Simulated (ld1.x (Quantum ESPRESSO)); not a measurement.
**hydrogen (H): one change to a PAW potential, before and after**

ld1.x (Quantum ESPRESSO) 7.5 input, shortened:

```
&input
   title='H', zed=1., rel=1, dft='PBESOL', iswitch=3,
   config='1s1 2p-2'
 /
 &inputp
   pseudotype=3, lpaw=.true., tm=.true., lloc=-1, rcloc=1.30,
   nlcc=.false.,
   which_augfun='PSQ', rmatch_augfun_nc=.true.
 /
4
1S  1  0   1.00   0.00  1.35  1.40  0.0
1S  1  0   0.00  -0.10  1.35  1.40  0.0
2P  2  1  -2.00   0.20  0.90  1.25  0.0
2P  2  1  -2.00   2.05  0.90  1.25  0.0
 &test
   configts(1)='1s1'
 /
```

Change: all radii scaled by about 1.18 (s 1.66, p 1.48 bohr, rcut 1.60/1.06); local potential all-electron potential smoothed inside 1.54 bohr (lloc = -1).

Cutoffs: the cutoffs (Ry, on a coarse ladder) from which the occupation-weighted sum of valence levels, in a spherical-Bessel basis at the reference potential, stays within 10 and 1 mRy of its value at 400 Ry; they do not see the model core or the augmentation charge, which bear on the density cutoff. Errors are all-electron minus pseudo energies relative to the spin-unpolarised reference configuration.

Problem. Predict the effect on cutoff, ghosts and configuration errors.

Solution. The potential gets softer (12 Ry and 21 Ry → 10 Ry and 15 Ry); neither file shows a bound ghost. A larger radius leaves more room for a smooth pseudo-wave, so fewer plane waves are needed.

```tsv
quantity	base	changed
cutoff, loose	12 Ry	10 Ry
cutoff, tight	21 Ry	15 Ry
bound ghosts	none	none
error for 1s0.5, meV [ΔE 4.66 eV]	-0.1	-0.3
lowest overlap eigenvalue by channel	s 0.99, p 0.99	s 0.98, p 0.99
```
